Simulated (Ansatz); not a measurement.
Reaction (formal exchange of groups at a C–C bond): `OC[CH2][SnH3]` + `[F][GaH][Cl]` → `O[CH2][Ga]([F])[Cl]` + `[CH3][SnH3]`

Program: Ansatz. Geometries: PBE0-D4/def2-TZVP. ΔE: electronic, gas phase. CBS: MP2 limit from def2 TZ/QZ plus the TZ coupled-cluster correction, frozen cores. DFT in def2-TZVPP. B3LYP here is the variant with VWN-RPA as its local correlation; programs differ in this. Elements past krypton have def2 core potentials. For Ga, Sn outer-core shells are correlated without core-valence functions, which leaves a few kJ/mol of doubt a bond. Scalar relativity is left out up to krypton. Each species was taken in one conformer, which may not be the lowest.

Q: Is it downhill or uphill in electronic energy at CCSD(T)/CBS, and by how much? (Estimate.)

A: The calculation gave: Downhill: ΔE = -0.17 eV.

Q: What do these levels give: PBE-D4, r2SCAN-D4, B3LYP-D4, PBE, PBE0, HF/def2-TZVPP, MP2/def2-TZVPP, SCS-MP2/def2-TZVPP, CCSD/def2-TZVPP, HF/def2-QZVPP, HF/CBS(def2), CCSD/CBS(def2)? (Estimate.)

A: Ansatz gave: PBE-D4 -0.26, r2SCAN-D4 -0.22, B3LYP-D4 -0.23, PBE -0.26, PBE0 -0.20, HF/def2-TZVPP -0.08, MP2/def2-TZVPP -0.16, SCS-MP2/def2-TZVPP -0.14, CCSD/def2-TZVPP -0.14, HF/def2-QZVPP -0.07, HF/CBS(def2) -0.06, CCSD/CBS(def2) -0.16 eV.

Largest T1 diagnostic among the species: 0.013.

From PBE to PBE0 (25 % exact exchange), in def2-TZVPP and without D4, ΔE moves by +0.06 eV. In def2-TZVPP, CCSD(T) changes the Hartree–Fock value by −0.07 eV (the triples alone add −0.01 eV) and MP2 by −0.08 eV.
